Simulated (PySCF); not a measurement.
A structure optimised at PBE-D3(BJ)/def2-SVP, used in a PySCF frequency run:

```
C
H 1 1.1071
H 1 1.1087 2 107.80
C 1 1.5167 2 110.88 3 121.64
H 4 1.1053 1 114.71 2 38.00
H 4 1.1055 5 110.85 1 134.41
O 4 1.5331 5 103.70 6 114.17
H 7 0.9838 4 114.21 5 -116.37
C 7 1.5231 8 113.98 4 127.85
H 9 1.1048 7 105.32 8 88.54
H 9 1.1076 10 111.46 7 115.41
C 9 1.5137 10 116.45 11 132.97
H 12 1.1072 9 110.84 10 -88.03
H 12 1.1087 13 107.80 9 -121.29
```
Charge +1, spin multiplicity 1.

Write its SMILES and formula.

C1CC[OH+]C1, C₄H₉O

What are its rotational constants (standard atomic weights)?

6.6237, 6.5380, 3.7599 GHz
